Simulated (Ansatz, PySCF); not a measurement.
This PySCF input computes a CCSD(T)/cc-pVDZ energy:

```python
from pyscf import gto, scf, mp, cc as ccmod

mol = gto.M(
    atom='''
    N    -0.00000000   -0.00000000   -0.75733144
    O     0.00000000    0.00000000    0.66266501
    ''',
    basis='cc-pvdz',
    charge=0,
    spin=3,
    symmetry='C2v',
    verbose=4,
)

mf = scf.UHF(mol)
mf.conv_tol = 1e-10
mf.max_cycle = 100
mf.kernel()
mp2 = mp.MP2(mf, frozen=2).run()
cc = ccmod.CCSD(mf, frozen=2)
cc.max_cycle = 100
cc.kernel()
et = cc.ccsd_t()
print(f'E(CCSD(T)) = {cc.e_tot + et:.9f}')
```

Task: Write an input for the same energy in Ansatz (an electronic-structure program) and say what it gives.

Result: 
Ansatz 0.2 input:
```yaml
crystal:
  periodic: [false, false, false]
  atoms:
    - {symbol: N, position_ang: [-0.00000000, -0.00000000, -0.75733144]}
    - {symbol: O, position_ang: [0.00000000, 0.00000000, 0.66266501]}
basis:
  gaussian:
    orbitals: cc-pVDZ
magnetization: {spin_polarized: true, initial_magnetization: 3}
correlation: {method: ccsd_t, electrons: outside_noble_gas}
```
It gives -129.43221 Eh, and PySCF -129.38450 Eh, a difference of 47.71 mEh. That is more than fitting and grids explain: the two runs ended on different electronic states or use different definitions.

The spin state was set by rule; other spins were not relaxed.
